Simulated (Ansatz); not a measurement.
Ansatz (a program for electronic structure) input (PBE0/def2-QZVPP):
A basis named .json is the Basis Set Exchange file of that set.

Ansatz 0.2 input:
```yaml
crystal:
  periodic: [false, false, false]
  atoms:
    - {symbol: C, position_ang: [-2.34559600, -0.27619437, -0.02285850]}
    - {symbol: C, position_ang: [-0.94999647, 0.32309270, -0.17299508]}
    - {symbol: C, position_ang: [0.12663797, -0.66730131, 0.25805052]}
    - {symbol: C, position_ang: [1.50817520, -0.25697978, 0.17828890]}
    - {symbol: O, position_ang: [1.81810163, 0.89801147, -0.23974472]}
    - {symbol: H, position_ang: [-2.46419187, -1.16917570, -0.63902647]}
    - {symbol: H, position_ang: [-3.09880755, 0.44516298, -0.33513822]}
    - {symbol: H, position_ang: [-2.55356073, -0.54699360, 1.01375235]}
    - {symbol: H, position_ang: [-0.86094784, 1.23081908, 0.42746847]}
    - {symbol: H, position_ang: [-0.77238734, 0.61426477, -1.21036056]}
    - {symbol: H, position_ang: [-0.00277790, -1.02442117, 1.29764418]}
    - {symbol: H, position_ang: [0.08340140, -1.62439770, -0.29614724]}
    - {symbol: H, position_ang: [2.31226200, -0.93333304, 0.47637792]}
    - {symbol: H, position_ang: [2.77687254, 1.08827918, -0.25952771]}
basis:
  gaussian:
    orbitals: def2-QZVPP.json
hamiltonian:
  xc: {name: PBE0}
total_charge: 1
```

Output:

```
Functional definition: PBE0
integrals: 0.77 GiB planned
1440 factors; their error is unknown
0.73 GiB of the device are held for the grids
3.54 GiB of device memory are held for the factors and their scratch space
mean field: 5.60 GiB planned
mean field evaluation 1: about -6311.9019 eV, gradient 9.1e1 eV
mean field evaluation 2: about -6300.1327 eV, gradient 1.1e2 eV
mean field evaluation 4: about -6329.2602 eV, gradient 9.6e0 eV
mean field evaluation 8: about -6329.4252 eV, gradient 4.2e-1 eV
mean field evaluation 16: about -6329.4253 eV, gradient 6.8e-5 eV
mean field -6329.42533605 eV, -232.6020908612 hartree, gradient 6.8e-5 eV, S^2 0.000000; 0 other end points of the search recorded, 0 dependent functions left out
reference -6329.42537452 eV, -232.6020922752 hartree; 20, 20 occupied and 535, 535 virtual orbitals, 1440 factors
Total energy: -6329.42537452 eV, -232.6020922752 hartree
```

It need not be the lowest isomer of its formula.
